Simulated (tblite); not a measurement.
CH₇NSSi.
Bonds: C1–S2, S2–Si3, Si3–N4. Hydrogens: H5, H6, H7 on C1; H8, H9 on Si3; H10, H11 on N4.

Computed with GFN2-xTB (tblite), gas phase: Langevin dynamics at 300 K from the optimised GFN2-xTB geometry, time step 0.5 fs, friction 0.01 fs⁻¹, 2000 steps.

Start geometry:
```
atom  x, y, z in Å
C1     -2.124   -0.128    0.062
S2     -0.713    0.927    0.502
Si3     0.869   -0.261   -0.330
N4      2.284    0.556    0.171
H5     -2.174   -0.245   -1.016
H6     -2.022   -1.096    0.543
H7     -3.018    0.371    0.421
H8      0.850   -1.587    0.279
H9      0.616   -0.354   -1.772
H10     3.180    0.273   -0.186
H11     2.257    1.548    0.340
```

The statistics below take the 31 frames saved every 25 fs from 250 to 1000 fs; their kinetic temperature (all 3N coordinates) averages 286 K.

Question: How do the bond lengths spread?

Answer: 
```json
{"bond": "C1–S2", "start (Å)": "1.817", "mean (Å)": "1.833", "standard deviation (Å)": "0.031", "shortest (Å)": "1.743", "longest (Å)": "1.907"}
{"bond": "S2–Si3", "start (Å)": "2.146", "mean (Å)": "2.161", "standard deviation (Å)": "0.038", "shortest (Å)": "2.066", "longest (Å)": "2.239"}
{"bond": "Si3–N4", "start (Å)": "1.709", "mean (Å)": "1.716", "standard deviation (Å)": "0.024", "shortest (Å)": "1.678", "longest (Å)": "1.760"}
{"bond": "C1–H5", "start (Å)": "1.086", "mean (Å)": "1.089", "standard deviation (Å)": "0.020", "shortest (Å)": "1.049", "longest (Å)": "1.126"}
{"bond": "C1–H6", "start (Å)": "1.085", "mean (Å)": "1.089", "standard deviation (Å)": "0.020", "shortest (Å)": "1.057", "longest (Å)": "1.130"}
{"bond": "C1–H7", "start (Å)": "1.085", "mean (Å)": "1.086", "standard deviation (Å)": "0.029", "shortest (Å)": "1.024", "longest (Å)": "1.163"}
{"bond": "Si3–H8", "start (Å)": "1.459", "mean (Å)": "1.471", "standard deviation (Å)": "0.046", "shortest (Å)": "1.400", "longest (Å)": "1.570"}
{"bond": "Si3–H9", "start (Å)": "1.467", "mean (Å)": "1.464", "standard deviation (Å)": "0.038", "shortest (Å)": "1.390", "longest (Å)": "1.537"}
{"bond": "N4–H10", "start (Å)": "1.005", "mean (Å)": "1.010", "standard deviation (Å)": "0.024", "shortest (Å)": "0.963", "longest (Å)": "1.050"}
{"bond": "N4–H11", "start (Å)": "1.006", "mean (Å)": "1.010", "standard deviation (Å)": "0.028", "shortest (Å)": "0.932", "longest (Å)": "1.081"}
```

Question: Give the same statistics for bond angles, one of each kind.

Answer: 
```csv
angle,start (°),mean (°),standard deviation (°),smallest (°),largest (°)
S2–C1–H5,109.8,106.8,4.5,98.1,117.2
S2–C1–H7,107.0,107.0,3.3,100.5,115.5
H5–C1–H6,110.4,110.3,3.8,103.1,116.5
C1–S2–Si3,99.0,102.1,5.2,92.4,111.6
S2–Si3–N4,103.4,106.4,4.6,95.8,116.5
S2–Si3–H8,109.4,106.0,5.1,96.6,117.0
S2–Si3–H9,106.8,108.4,6.2,98.7,122.5
N4–Si3–H8,108.8,112.4,6.0,98.1,122.9
N4–Si3–H9,117.5,111.3,6.9,94.5,125.3
H8–Si3–H9,110.5,111.6,4.6,104.5,120.9
Si3–N4–H10,119.9,120.4,4.5,111.2,128.6
H10–N4–H11,111.2,111.0,4.3,101.5,121.4
```

Question: How far does each atom move about its mean position (frames aligned on the start, all atoms weighted alike), and what rms force does it feel?

Answer: 
```
atom  rms displacement (Å)  rms force (eV/Å)
  C1                  0.20              1.45
  S2                  0.88              0.86
 Si3                  0.26              1.38
  N4                  0.29              1.81
  H5                  0.80              0.77
  H6                  1.15              0.83
  H7                  0.96              1.05
  H8                  0.59              0.84
  H9                  0.46              0.76
 H10                  0.50              1.08
 H11                  0.42              1.22
```

The displacements run from 0.20 to 1.15 Å, the largest at H6.

Question: Follow the torsion C1–S2–Si3–N4 through every second one of these frames.

Answer: 
```json
{"t (fs)": "250", "C1–S2–Si3–N4 (°)": "-150"}
{"t (fs)": "300", "C1–S2–Si3–N4 (°)": "-156"}
{"t (fs)": "350", "C1–S2–Si3–N4 (°)": "-158"}
{"t (fs)": "400", "C1–S2–Si3–N4 (°)": "-161"}
{"t (fs)": "450", "C1–S2–Si3–N4 (°)": "-154"}
{"t (fs)": "500", "C1–S2–Si3–N4 (°)": "-153"}
{"t (fs)": "550", "C1–S2–Si3–N4 (°)": "-160"}
{"t (fs)": "600", "C1–S2–Si3–N4 (°)": "-177"}
{"t (fs)": "650", "C1–S2–Si3–N4 (°)": "158"}
{"t (fs)": "700", "C1–S2–Si3–N4 (°)": "137"}
{"t (fs)": "750", "C1–S2–Si3–N4 (°)": "118"}
{"t (fs)": "800", "C1–S2–Si3–N4 (°)": "106"}
{"t (fs)": "850", "C1–S2–Si3–N4 (°)": "106"}
{"t (fs)": "900", "C1–S2–Si3–N4 (°)": "96"}
{"t (fs)": "950", "C1–S2–Si3–N4 (°)": "77"}
{"t (fs)": "1000", "C1–S2–Si3–N4 (°)": "59"}
```

Largest departure from the start value over all these frames: C1–S2–Si3–N4 126° (start -174°).

The run is classical and short, so these are rough statistics of one trajectory.

What follows is the cost of the whole dynamics run. Time: 6.8 s of wall time; peak memory 0.18 GiB. Hardware: one thread of an Arm Neoverse V2 (shared host).
